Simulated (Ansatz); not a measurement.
Relaxation of ClF₂H₄W (8 atoms, charge 0, multiplicity 2), to a largest force component of 0.03 eV/Å in at most 50 steps.

These are results of UKS PBE0-D4/def2-SVP in Ansatz 0.2.0, not measurements.

```xyz
8
Properties=species:S:1:pos:R:3
W 0.008 0.018 -0.538
F 0.195 0.509 2.464
H 1.531 -0.032 0.192
H -0.014 1.601 0.064
H -1.435 0.016 0.337
H 0.000 -1.345 0.454
F -0.072 -0.194 -2.366
Cl -0.214 -0.573 3.542
```

Task: Where does it end, and by what steps?

Result: The forces met the threshold. After 42 steps the energy has fallen by 5.839 eV; F2 moved furthest, 2.42 Å. Parted: F2–Cl8 (1.58 → 3.19 Å). Joined: W1–F2 (3.05 → 1.84 Å), W1–Cl8 (4.13 → 2.31 Å), H5–H6 (1.98 → 0.84 Å).

| step | energy less start (eV) | largest force component (eV/Å) | accepted |
| --- | --- | --- | --- |
| 0 | 0.0000 | 1.669 | yes |
| 2 | -0.0800 | 0.504 | yes |
| 4 | -0.0927 | 0.056 | yes |
| 6 | -0.1475 | 0.337 | yes |
| 8 | -0.1686 | 0.179 | yes |
| 10 | -0.1960 | 0.207 | yes |
| 12 | -0.2109 | 0.405 | yes |
| 14 | -0.8310 | 3.508 | yes |
| 16 | -1.9309 | 1.361 | yes |
| 18 | -2.0463 | 0.268 | yes |
| 20 | -2.1591 | 0.510 | yes |
| 22 | -2.3185 | 0.866 | yes |
| 24 | -2.3849 | 0.975 | yes |
| 26 | -2.5025 | 0.179 | yes |
| 28 | -2.6106 | 0.194 | yes |
| 30 | -2.9600 | 2.380 | yes |
| 32 | -3.9112 | 0.863 | yes |
| 34 | -5.1632 | 2.367 | yes |
| 36 | -5.5867 | 1.195 | yes |
| 38 | -5.8130 | 0.273 | yes |
| 40 | -5.8363 | 0.103 | yes |
| 42 | -5.8386 | 0.010 | yes |

```xyz
8
Properties=species:S:1:pos:R:3
W 0.394 0.337 0.592
F 1.772 1.512 0.925
H 0.780 -1.292 0.374
H -1.170 0.961 0.478
H -1.284 -0.537 0.178
H -0.733 -1.174 0.148
F 0.407 0.438 -1.299
Cl -0.165 -0.246 2.754
```

Whether the end is a true minimum wasn't checked by a vibrational analysis.

The run took 2.1 min on 4 threads of Arm Neoverse V2, with other jobs on the host, peak memory 0.3 GiB.
